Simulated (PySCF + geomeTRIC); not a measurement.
A geometry relaxed with CAM-B3LYP-D3(BJ)/def2-TZVP (PySCF + geomeTRIC), charge 0, multiplicity 1:

```xyz
6

F      1.7492     1.0946     0.7817
H     -1.7395    -0.8335    -0.8238
H     -1.8006     0.8661     0.8271
Cl     2.0964    -0.9675    -1.2084
Si    -1.2196    -0.4761     0.5289
Si     0.8212     0.1622    -0.1031
```

Write the SMILES of this molecule.

`F[Si](=[SiH2])Cl`
